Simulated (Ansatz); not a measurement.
`O[SiH](Cl)[SiH2]Cl` → `O[SiH]` + dichlorosilane at 600 K and 1 bar (silylene formation by 1,1-elimination).

Isolated molecules relaxed with PBE0-D4/def2-TZVP in Ansatz; ΔE leaves out vibrations. CBS: MP2 limit from def2 TZ/QZ plus the TZ coupled-cluster correction, frozen cores. This one scheme is used for every species. Each species was taken in one conformer, which may not be the lowest.

```
             species  CCSD(T)/CBS energy (Eh)  H − E (kJ/mol)  S (J/(mol·K))
`O[SiH](Cl)[SiH2]Cl`              -1575.44242           182.4          481.0
            `O[SiH]`               -365.43832            81.5          278.0
        `Cl[SiH2]Cl`              -1209.93203            89.6          338.0
```

H − E and S are ideal-gas, rigid-rotor, harmonic terms from PBE0-D4/def2-TZVP, for one conformer and one mirror image of each species. 1 Eh = 2625.50 kJ/mol, R = 8.31446 J/(mol·K).

By hand: ΔE, ΔH, ΔS and ΔG.

ΔE = (-365.43832) + (-1209.93203) − (-1575.44242) = 0.07207 Eh = 189.2 kJ/mol. Δ(H − E) = 81.5 + 89.6 − 182.4 = -11.3, so ΔH = 177.9 kJ/mol. ΔS = 278.0 + 338.0 − 481.0 = 135.0 J/(mol·K). ΔG = 177.9 − 600 × (135.0)/1000 = 96.9 kJ/mol.

By hand: the equilibrium constant, and the temperature at which ΔG would vanish if ΔH and ΔS stayed fixed.

log₁₀ K = −ΔG/(RT ln 10) = -8.4. ΔG = 0 at ΔH/ΔS = 1318 K.

The number of gas molecules changes by +1, which sets the sign of ΔS. A doubt of 5 kJ/mol in ΔE shifts log₁₀ K by 0.4 here. Other conformers and mirror images would add mixing entropy, several J/(mol·K) or more a flexible species. Modes under 60 cm⁻¹, often nearly free rotors, make the harmonic entropy too high. These are equilibria of isolated gas molecules and say nothing of rates. Largest T1 diagnostic: 0.016 (customary marks: 0.02 for closed shells, 0.045 for open ones).
